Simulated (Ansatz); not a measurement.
The same ligand exchange along the group V, Nb, Ta.

Calculated with Ansatz (gas phase, PBE0-D4/def2-TZVP geometries, no zero-point term in ΔE). CCSD(T)/CBS adds triple-zeta CCSD(T) − MP2 to the extrapolated MP2 energy (def2 sets, frozen cores). This one scheme is used for every species. DFT in def2-TZVPP. Elements past krypton have def2 core potentials. For Nb, Ta, V outer-core shells are correlated without core-valence functions, which leaves a few kJ/mol of doubt a bond. Scalar relativity is left out up to krypton. Each species was taken in one conformer, which may not be the lowest.

```csv
reaction,r2SCAN-D4 (eV),CCSD/CBS(def2) (eV),CCSD(T)/def2-SVP (eV),PBE0-D4 (eV),CCSD(T)/CBS(def2) (eV)
`[NH]=[V]([NH2])([OH])[OH]` + H–F → `[NH]=[V]([NH2])([OH])[F]` + H₂O,-0.46,-0.38,-0.46,-0.42,-0.34
`[NH]=[Nb]([NH2])([OH])[OH]` + H–F → `[NH]=[Nb]([NH2])([OH])[F]` + H₂O,-0.49,-0.42,-0.45,-0.45,-0.40
`[NH]=[Ta]([NH2])([OH])[OH]` + H–F → `[NH]=[Ta]([NH2])([OH])[F]` + H₂O,-0.47,-0.39,-0.44,-0.43,-0.38
```

Largest T1 diagnostic: 0.030, for `[NH]=[V]([NH2])([OH])[OH]`, so its coupled-cluster energy is less sure.
